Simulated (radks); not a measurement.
Values are calculated unless marked as measured or tabulated.
Coulomb parameter of the 4d shell of the ruthenium ion Ru3+ in the model configuration [Kr] 4d4 5s1, as a second difference U = [E(n + 1) + E(n - 1) - 2 E(n)] / (1)^2 with all orbitals relaxed. "Bare": the charge of the atom changes with n. "Screened": the 5s shell takes up the change at fixed total charge, which measures U(4d,4d) + U(5s,5s) - 2 U(4d,5s). Code: a radial shooting solver on a logarithmic mesh with Libxc functionals. Model: scalar-relativistic Kohn-Sham, r2SCAN, spin-unpolarised, spherical densities, finite nucleus; meta-GGA in the generalised Kohn-Sham scheme; Fermi nuclear charge, rms radius 4.4809 fm.

case	configuration	E - E(n) (eV)
start	[Kr] 4d4 5s1	0.000
bare +1	[Kr] 4d5 5s1	-34.336
bare -1	[Kr] 4d3 5s1	48.518
screened +1	[Kr] 4d5	-10.252
screened -1	[Kr] 4d3 5s2	11.793

U(bare) = 14.182 eV, U(screened by 5s) = 1.541 eV, against the Slater integral F0(4d,4d) = 17.633 eV with frozen orbitals.
